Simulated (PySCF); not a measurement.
H2BO3, SMILES [O]B(O)O, doublet at its PBE0/def2-SVP optimised geometry (Å):

```
6

O     -1.0680    -1.5828    -0.0007
B     -0.4664    -0.3473     0.0000
O      0.8944    -0.3473     0.0000
O     -1.3066     0.7233     0.0000
H      1.3066     0.5196    -0.0043
H     -0.8793     1.5828     0.0027
```

Level of theory: unrestricted PBE0/def2-TZVP run with PySCF 2.14.0. Cells within 0.4 Å of a nucleus heavier than hydrogen are left out (blank, or x).

Map of the spin density (e/bohr³), clipped to [-0.05, 0.10] on the plane z = 0.0 Å:

```
|000000000000000000000000000|
|000000000000000000000000000|
|000000000000000000000000000|
|000000000000000000000000000|
|000000000000000000000000000|
|000000000000000000000000000|
|000000000000000000000000000|
|000000000000000000000000000|
|000000000000000000000000000|
|000000000000000000000000000|
|00000000xx00000000000000000|
|00000000xxx0000000000000000|
|000000000100000000000000000|
|00000000000xx000x0000000000|
|00000000000xx00xxx000000000|
|00000000110xx00xx0000000000|
|000000013400000000000000000|
|000000139xx3200000000000000|
|000000149xx9410000000000000|
|000000024xx9410000000000000|
|000000000055200000000000000|
|000000000011000000000000000|
|000000000000000000000000000|
|000000000000000000000000000|
|000000000000000000000000000|
|000000000000000000000000000|
|000000000000000000000000000|
```
Scale: ten equal steps from -0.003 (start of '0') to 0.100 (end of '9'), in the order '0123456789'; x runs from -4.00 to 4.00, y from -4.00 (bottom) to 4.00 (top).
